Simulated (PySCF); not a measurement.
Compound: B2H7NOSi.
SMILES with atom numbers: `[BH2:1][O:2][BH:3][NH:4][SiH3:5]` (hydrogens: H6, H7 on B1; H8 on B3; H9 on N4; H10, H11, H12 on Si5)

Geometry (PBE0-D3(BJ)/def2-SVP, Å), atoms numbered from 1 in this order:
```
atom  x, y, z in Å
B1     2.800    0.310   -0.436
O2     1.532   -0.098   -0.531
B3     0.336   -0.373    0.072
N4    -0.710    0.570    0.038
Si5   -2.328    0.369    0.684
H6     3.492    0.266   -1.430
H7     3.228    0.724    0.622
H8     0.178   -1.451    0.595
H9    -0.496    1.449   -0.428
H10   -2.397   -0.983    1.301
H11   -3.351    0.495   -0.398
H12   -2.622    1.416    1.709
```

Method: PySCF 2.14.0, PBE0-D3(BJ)/def2-SVP geometry optimisation, gas phase.

Masses are those of the commonest isotopes; rigid-rotor values at the optimised geometry. The values belong to one conformer with, in the numbering `[BH2:1][O:2][BH:3][NH:4][SiH3:5]`, H–B1–O2–B3 175° and -6°, B1–O2–B3–N4 99°, O2–B3–N4–Si5 177°.

Question: What are A, B and C (GHz)?

Answer: Ia = 21.58, Ib = 355.01, Ic = 361.97 u·Å²; 505379 MHz·u·Å²/I gives 23421, 1424 and 1396 MHz, that is A = 23.421, B = 1.4236, C = 1.3962 GHz.

Question: What kind of rotor is it?

Answer: A near-prolate asymmetric top; Ray's κ = -0.998.

Question: What does the inertial defect say?

Answer: Not planar: Δ = Ic − Ia − Ib = -14.62 u·Å². For a rigid frame Δ = −2 Σ m c², so Σ m c² = 7.31 u·Å² lies off the ab plane: 5.52 from hydrogen and 1.79 from heavier atoms. The atom farthest from that plane is 1.41 Å away.

Question: Give the other two planar moments, Paa and Pbb, and the rms extents of the mass along the axes.

Answer: Paa = Σ m a² = (Ib + Ic − Ia)/2 = 347.70 and Pbb = Σ m b² = (Ia + Ic − Ib)/2 = 14.27 u·Å². With the mass M = 87.05 u, the rms extents √(P/M) along a, b and c are 2.00, 0.40, 0.29 Å.

Question: Which types of transition are allowed, and where do some lines up to J = 4 fall?

Answer: The dipole components are |μa| = 1.28 D, |μb| = 0.90 D, |μc| = 0.08 D. The squared components, which scale the intensities, stand as 1.00 : 0.50 : 0.00 (a : b : c). Some lines, for components of 0.1 D or more:

```json
{"type": "a", "branch": "R", "J(Ka,Kc)": "1(0,1) ← 0(0,0)", "MHz": "2820", "lower level (cm⁻¹)": "0.000"}
{"type": "a", "branch": "R", "J(Ka,Kc)": "2(1,1) ← 1(1,0)", "MHz": "5667", "lower level (cm⁻¹)": "0.829"}
{"type": "a", "branch": "R", "J(Ka,Kc)": "4(0,4) ← 3(0,3)", "MHz": "11279", "lower level (cm⁻¹)": "0.564"}
{"type": "b", "branch": "Q", "J(Ka,Kc)": "4(2,2) ← 4(1,3)", "MHz": "65898", "lower level (cm⁻¹)": "1.679"}
{"type": "b", "branch": "R", "J(Ka,Kc)": "2(2,0) ← 1(1,1)", "MHz": "71687", "lower level (cm⁻¹)": "0.828"}
{"type": "b", "branch": "R", "J(Ka,Kc)": "3(2,2) ← 2(1,1)", "MHz": "74452", "lower level (cm⁻¹)": "1.018"}
{"type": "b", "branch": "R", "J(Ka,Kc)": "4(2,3) ← 3(1,2)", "MHz": "77231", "lower level (cm⁻¹)": "1.301"}
{"type": "b", "branch": "Q", "J(Ka,Kc)": "4(3,1) ← 4(2,2)", "MHz": "110057", "lower level (cm⁻¹)": "3.877"}
{"type": "b", "branch": "Q", "J(Ka,Kc)": "4(4,1) ← 4(3,2)", "MHz": "154080", "lower level (cm⁻¹)": "7.549"}
{"type": "b", "branch": "R", "J(Ka,Kc)": "4(4,0) ← 3(3,1)", "MHz": "165359", "lower level (cm⁻¹)": "7.172"}
```

Question: Estimate the classical rotational partition function at 10 K, 25 K and 500 K.

Answer: Point group C1, symmetry number σ = 1; q = (√π/σ)·√((kT/h)³/(ABC)), k/h = 20836.6 MHz/K: 781 at 10 K, 3090 at 25 K, 276000 at 500 K.

No PBE0-D3(BJ)/def2-SVP frequencies stand behind this structure, so it isn't proved a minimum. Constants of a rigid frame at the computed geometry: no zero-point averaging, no centrifugal distortion. A rigid rotor knows nothing of internal rotation, which can split or shift real lines. Quadrupole hyperfine structure (11B, 14N) is left out.
